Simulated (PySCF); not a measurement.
Input file for PySCF: R-M06-2X/def2-TZVPP on GeH4Se2 (SMILES [GeH3][Se][SeH]), a point of a torsion scan.

```python
from pyscf import gto, dft

mol = gto.M(
    atom='''
    Ge    1.02432126   -0.10036507    0.01782684
    Se   -0.46520956    1.68101255   -0.32564190
    Se   -2.45824979    0.59314576    0.16626012
    H     0.68434974   -1.26744256   -0.86406904
    H     2.39673349    0.40346462   -0.30710939
    H     0.98765434   -0.56490347    1.44573136
    H    -3.05878377    0.80442095   -1.13895983
    ''',
    basis='def2-tzvpp',
    charge=0, spin=0, verbose=4, max_memory=1800)
mf = dft.RKS(mol, xc='m062x').density_fit(auxbasis='def2-universal-jkfit')
mf.grids.level = 4
mf.conv_tol = 1e-9
mf.max_cycle = 150
mf.kernel()
mf.dip_moment()
```

Program output:

```
PySCF version 2.14.0

[INPUT] verbose = 4
[INPUT] num. atoms = 7
[INPUT] num. electrons = 104
[INPUT] charge = 0
[INPUT] spin (= nelec alpha-beta = 2S) = 0
[INPUT] symmetry False subgroup None
[INPUT] Mole.unit = angstrom
[INPUT] Symbol           X                Y                Z      unit          X                Y                Z       unit  Magmom
[INPUT]  1 Ge     1.024321260000  -0.100365070000   0.017826840000 AA    1.935686644969  -0.189662494773   0.033687845266 Bohr   0.0
[INPUT]  2 Se    -0.465209560000   1.681012550000  -0.325641900000 AA   -0.879118658929   3.176653331457  -0.615374005683 Bohr   0.0
[INPUT]  3 Se    -2.458249790000   0.593145760000   0.166260120000 AA   -4.645418848870   1.120883038347   0.314186092237 Bohr   0.0
[INPUT]  4 H      0.684349740000  -1.267442560000  -0.864069040000 AA    1.293233582017  -2.395119317018  -1.632853838316 Bohr   0.0
[INPUT]  5 H      2.396733490000   0.403464620000  -0.307109390000 AA    4.529169889673   0.762437632752  -0.580352637382 Bohr   0.0
[INPUT]  6 H      0.987654340000  -0.564903470000   1.445731360000 AA    1.866396208338  -1.067512845116   2.732036320095 Bohr   0.0
[INPUT]  7 H     -3.058783770000   0.804420950000  -1.138959830000 AA   -5.780263599565   1.520135284362  -2.152322145581 Bohr   0.0

nuclear repulsion = 758.048016978074
number of shells = 72
number of NR pGTOs = 370
number of NR cGTOs = 200
basis = def2-tzvpp
ecp = {}


******** <class 'pyscf.df.df_jk.DFRKS'> ********
method = DFRKS
initial guess = minao
damping factor = 0
level_shift factor = 0
DIIS = <class 'pyscf.scf.diis.CDIIS'>
diis_start_cycle = 1
diis_space = 8
diis_damp = 0
SCF conv_tol = 1e-09
SCF conv_tol_grad = None
SCF max_cycles = 150
direct_scf = False
XC library pyscf.dft.libxc version 7.1.2
    S. Lehtola, C. Steigemann, M. J. T. Oliveira, and M. A. L. Marques,  SoftwareX 7, 1–5 (2018)
XC functionals = m062x
    Y. Zhao and D. G. Truhlar,  Theor. Chem. Acc. 120, 215 (2008)
    Y. Zhao and D. G. Truhlar,  Theor. Chem. Acc. 120, 215 (2008)
radial grids:
    Treutler-Ahlrichs [JCP 102, 346 (1995); DOI:10.1063/1.469408] (M4) radial grids

becke partition: Becke, JCP 88, 2547 (1988); DOI:10.1063/1.454033
pruning grids: <function nwchem_prune>
grids dens level: 4
symmetrized grids: False
atomic radii adjust function: <function treutler_atomic_radii_adjust>
small_rho_cutoff = 0
Set gradient conv threshold to 3.16228e-05
Initial guess from minao.
tot grids = 153392
******** <class 'pyscf.df.df.DF'> ********
auxbasis = def2-universal-jkfit
init E= -6880.31840944698
  HOMO = -0.252368566510731  LUMO = -0.0930816192861075  gap/eV = 4.33442
cycle= 1 E= -6882.55334200521  delta_E= -2.23  |g|= 0.493  |ddm|= 2.36
  HOMO = -0.280422491092898  LUMO = -0.0364083155399655  gap/eV = 6.63996
cycle= 2 E= -6882.56671843575  delta_E= -0.0134  |g|= 0.451  |ddm|= 0.466
  HOMO = -0.278260676580642  LUMO = -0.0310516031775014  gap/eV = 6.72690
cycle= 3 E= -6882.58299605271  delta_E= -0.0163  |g|= 0.0376  |ddm|=  0.2
  HOMO = -0.278857853330783  LUMO = -0.0298281743926863  gap/eV = 6.77644
cycle= 4 E= -6882.5831785974  delta_E= -0.000183  |g|= 0.0141  |ddm|= 0.0307
  HOMO = -0.279708244122753  LUMO = -0.030159978122672  gap/eV = 6.79055
cycle= 5 E= -6882.58320662977  delta_E= -2.8e-05  |g|= 0.00285  |ddm|= 0.0113
  HOMO = -0.279287773917355  LUMO = -0.0297834037068183  gap/eV = 6.78936
cycle= 6 E= -6882.58320855735  delta_E= -1.93e-06  |g|= 0.00118  |ddm|= 0.00417
  HOMO = -0.279373622050049  LUMO = -0.0298809561505635  gap/eV = 6.78904
cycle= 7 E= -6882.58320893127  delta_E= -3.74e-07  |g|= 0.000287  |ddm|= 0.00135
  HOMO = -0.279382353888081  LUMO = -0.0298886562548457  gap/eV = 6.78907
cycle= 8 E= -6882.58320895068  delta_E= -1.94e-08  |g|= 8.19e-05  |ddm|= 0.00036
  HOMO = -0.279379723647858  LUMO = -0.0298838352988264  gap/eV = 6.78913
cycle= 9 E= -6882.58320895297  delta_E= -2.3e-09  |g|= 1.99e-05  |ddm|= 0.000146
  HOMO = -0.279379850842423  LUMO = -0.0298835447226917  gap/eV = 6.78914
cycle= 10 E= -6882.58320895317  delta_E= -2.02e-10  |g|= 6.89e-06  |ddm|= 4.21e-05
  HOMO = -0.279378853778724  LUMO = -0.0298829074721745  gap/eV = 6.78913
Extra cycle  E= -6882.58320895319  delta_E= -1.91e-11  |g|= 5.86e-06  |ddm|= 1.95e-05
converged SCF energy = -6882.58320895319
Dipole moment(X, Y, Z, Debye):  0.47589, -0.78535, -0.45273
```

Self-consistency was reached.

Cost: around 26 core-seconds (rough).
